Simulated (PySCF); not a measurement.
## Levels of Cd⁺ from EOM-EA-GCCSD

Reference: closed-shell Cd²⁺, [Kr] 4d10; one electron is added. Calculated with PySCF 2.14, two-component X2C-1e with screened spin-orbit coupling, x2c-TZVPPall-2c with one added diffuse shell each of s, p, d, f type (9s10p8d3f1g, 109 functions); frozen [Ar] 3d10; the 6 highest virtual spinors dropped; of the others 108 kept and the rest restored at second order. No Breit or QED terms. Binding energies in eV.

| level | Koopmans | second order | EOM-CCSD | NIST |
| --- | --- | --- | --- | --- |
| 5s1/2 | 15.436 | 16.855 | 16.721 | 16.908 |
| 5p1/2 | 10.515 | 11.319 | 11.269 | 11.436 |
| 5p3/2 | 10.258 | 11.006 | 10.962 | 11.128 |
| 6s1/2 | 6.305 | 6.593 | 6.550 | 6.619 |
| 5d3/2 | 5.595 | 5.730 | 5.733 | 5.788 |
| 5d5/2 | 5.577 | 5.709 | 5.714 | 5.769 |
| 6p1/2 | 4.893 | 5.085 | 5.060 | n/a |
| 6p3/2 | 4.817 | 4.999 | 4.977 | n/a |

Electric-dipole lines between these computed levels:

```csv
lower,upper,ΔE (eV),vacuum wavelength (nm)
5s1/2,5p1/2,5.453,227.4
5s1/2,5p3/2,5.759,215.3
5s1/2,6p1/2,11.661,106.3
5s1/2,6p3/2,11.744,105.6
5p1/2,6s1/2,4.718,262.8
5p1/2,5d3/2,5.536,224.0
5p3/2,6s1/2,4.412,281.0
5p3/2,5d3/2,5.230,237.1
5p3/2,5d5/2,5.248,236.2
6s1/2,6p1/2,1.490,832.1
6s1/2,6p3/2,1.573,788.0
5d3/2,6p1/2,0.672,1844
5d3/2,6p3/2,0.756,1641
5d5/2,6p3/2,0.737,1683
```

Quantum defects δ = n − Z_c √(13.6057 eV / E) with Z_c = 2: 5s1/2 3.196, 5p1/2 2.802, 5p3/2 2.772, 6s1/2 3.118, 5d3/2 1.919, 5d5/2 1.914, 6p1/2 2.721, 6p3/2 2.693.

The highest levels are limited by the diffuse functions of the basis.
